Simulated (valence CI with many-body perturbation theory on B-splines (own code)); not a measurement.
Basis-set convergence for Hg49+

Computed by configuration interaction combined with many-body perturbation theory (CI+MBPT): three valence electrons over a frozen Dirac-Fock core [Ar] 3d10, radial functions for each j: 9 s, 9 p, 8 d, 6 f, 3 g, 1 h, with the one-electron correlation potential Σ1 (screened to all orders), the two-electron term Σ2, the three-electron term Σ3, Breit, model QED; selected single and double excitations, second order for the rest, scaled by the run's own slope (own B-spline code, finite nucleus).

The last digits are not significant, and no measured levels were compared; by estimate large intervals hold to a few tenths of a per cent, small ones and those within an open d or f shell to about a per cent.

The reference run has the lowest level (4s^2 4p1/2) J=1/2 and an ionisation energy of 2816.24 eV. Its largest variational space holds 8906 state functions.

Levels are named by their leading jj configuration (3d3/2^4 stands for four electrons in 3d with j = 3/2), which in mixed levels can hold well under half, so a name can repeat and another be missing. Letters in brackets count levels of one name in rising energy.

Changed runs:
A. basis 6 s, 6 p, 5 d, 3 f, 1 g
B. basis 5 s, 5 p, 4 d, 2 f

Excitation energies of the reference run in cm⁻¹, and shifts in cm⁻¹:

| Level | Reference | A | B |
| --- | --- | --- | --- |
| (4s 4p1/2^2) J=1/2 | 908291 | -11 | +31 |
| (4s^2 4p3/2) J=3/2 | 1201300 | -44 | -99 |
| (4s 4p1/2 4p3/2) J=3/2 [a] | 1986550 | -196 | -691 |
| (4s 4p1/2 4p3/2) J=5/2 | 2063690 | -65 | -145 |
| (4s 4p1/2 4p3/2) J=3/2 [b] | 2170790 | +22 | +247 |
| (4s 4p1/2 4p3/2) J=1/2 | 2190090 | +26 | +276 |
| (4s^2 4d3/2) J=3/2 | 2675890 | +160 | +963 |
| (4s^2 4d5/2) J=5/2 | 2908050 | +67 | +541 |
| (4p1/2^2 4p3/2) J=3/2 | 3077290 | -47 | -35 |
| (4s 4p3/2^2) J=5/2 | 3248750 | -66 | -35 |
| (4s 4p3/2^2) J=1/2 | 3390100 | +59 | +485 |
| (4s 4p1/2 4d3/2) J=3/2 [a] | 3390730 | -127 | -308 |
| Ionisation energy (eV) | 2816.24 | -0.026 | -0.09 |
